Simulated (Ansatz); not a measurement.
Born–Oppenheimer molecular dynamics of HTe (2 atoms, charge 0, multiplicity 2). It starts from a relaxed structure.

All numbers below come from Ansatz, UKS PBE/def2-TZVP.

- ensemble: NVT, Nosé–Hoover chain
- time step: 0.5 fs
- steps asked: 100
- set temperature: 300 K
- thermostat: time constant 100 fs, chain length 3 (defaults)
- masses: H 3.016 u
- seed: 131928

Frames 2.5 fs apart, positions in Å, forces in eV/Å.

Velocities at 20.0 fs (Å/ps):

```
Te -0.02 0.01 -0.01
H 0.73 -0.24 0.38
```

```xyz
2
Properties=species:S:1:pos:R:3:forces:R:3 time_fs=20.0 energy_less_start_eV=0.013 T=3
Te -0.699 0.204 -0.369 0.51 -0.17 0.27
H 0.763 -0.275 0.391 -0.51 0.17 -0.27
2
Properties=species:S:1:pos:R:3:forces:R:3 time_fs=22.5 energy_less_start_eV=0.011 T=55
Te -0.699 0.204 -0.369 0.47 -0.15 0.24
H 0.760 -0.274 0.389 -0.47 0.15 -0.24
2
Properties=species:S:1:pos:R:3:forces:R:3 time_fs=25.0 energy_less_start_eV=0.004 T=211
Te -0.699 0.204 -0.369 0.29 -0.10 0.15
H 0.747 -0.270 0.383 -0.29 0.10 -0.15
2
Properties=species:S:1:pos:R:3:forces:R:3 time_fs=27.5 energy_less_start_eV=0.000 T=306
Te -0.698 0.204 -0.368 0.01 0.00 0.01
H 0.729 -0.264 0.373 -0.01 0.00 -0.01
2
Properties=species:S:1:pos:R:3:forces:R:3 time_fs=30.0 energy_less_start_eV=0.004 T=223
Te -0.698 0.204 -0.368 -0.30 0.10 -0.15
H 0.711 -0.258 0.363 0.30 -0.10 0.15
2
Properties=species:S:1:pos:R:3:forces:R:3 time_fs=32.5 energy_less_start_eV=0.011 T=53
Te -0.698 0.204 -0.368 -0.53 0.17 -0.28
H 0.698 -0.254 0.357 0.53 -0.17 0.28
2
Properties=species:S:1:pos:R:3:forces:R:3 time_fs=35.0 energy_less_start_eV=0.013 T=9
Te -0.698 0.203 -0.368 -0.58 0.19 -0.30
H 0.695 -0.253 0.356 0.58 -0.19 0.30
2
Properties=species:S:1:pos:R:3:forces:R:3 time_fs=37.5 energy_less_start_eV=0.007 T=152
Te -0.698 0.204 -0.368 -0.41 0.14 -0.21
H 0.704 -0.256 0.360 0.41 -0.14 0.21
2
Properties=species:S:1:pos:R:3:forces:R:3 time_fs=40.0 energy_less_start_eV=0.001 T=299
Te -0.698 0.204 -0.368 -0.12 0.04 -0.06
H 0.721 -0.262 0.369 0.12 -0.04 0.06
2
Properties=species:S:1:pos:R:3:forces:R:3 time_fs=42.5 energy_less_start_eV=0.002 T=277
Te -0.699 0.204 -0.369 0.19 -0.06 0.10
H 0.740 -0.268 0.379 -0.19 0.06 -0.10
2
Properties=species:S:1:pos:R:3:forces:R:3 time_fs=45.0 energy_less_start_eV=0.008 T=122
Te -0.699 0.204 -0.369 0.42 -0.14 0.22
H 0.756 -0.273 0.387 -0.42 0.14 -0.22
2
Properties=species:S:1:pos:R:3:forces:R:3 time_fs=47.5 energy_less_start_eV=0.014 T=6
Te -0.699 0.204 -0.369 0.52 -0.17 0.27
H 0.764 -0.276 0.391 -0.52 0.17 -0.27
```

Of the whole run (50 fs, mean temperature of the second half 157 K): The conserved energy stayed within 0.023 meV per atom of its start (net change 0.019 meV per atom), so the integration is sound. The mean temperature of the second half is 48 % below the set value. A run of 0.05 ps of so small a system gives no equilibrium averages.

Time of the run: 2.1 min on 1 CPU thread of a shared host.
